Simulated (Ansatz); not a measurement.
C2H7B2F can be A, `CBB(C)F`, or B, `BCB(C)F`.

Calculated with Ansatz (gas phase, PBE0-D4/def2-TZVP geometries, no zero-point term in ΔE). CCSD(T)/CBS is the MP2 limit (def2-TZVPP, def2-QZVPP) plus CCSD(T) − MP2 in def2-TZVPP, frozen cores. Functionals use def2-TZVPP. B3LYP here is the variant with VWN-RPA as its local correlation; programs differ in this. One conformer a species, not always the lowest.

Which isomer does CCSD(T)/CBS put lower? Give the gap. (Estimate.)

Computed: B, by 48.6 kJ/mol.

Give E(B) − E(A) in kJ/mol with ωB97M-V, HF/def2-TZVPP, B3LYP, CCSD(T)/def2-TZVPP, r2SCAN-D4, PBE-D4, PBE0-D4. (Best estimate.)

Ansatz gave: ωB97M-V -50.9, HF/def2-TZVPP -46.4, B3LYP -42.1, CCSD(T)/def2-TZVPP -49.5, r2SCAN-D4 -48.0, PBE-D4 -42.3, PBE0-D4 -44.9. None reverses the order clearly.

Largest T1 diagnostic: 0.012.

In def2-TZVPP, CCSD(T) changes the Hartree–Fock value by −3.1 kJ/mol (the triples alone add −1.1 kJ/mol) and MP2 by −8.5 kJ/mol.
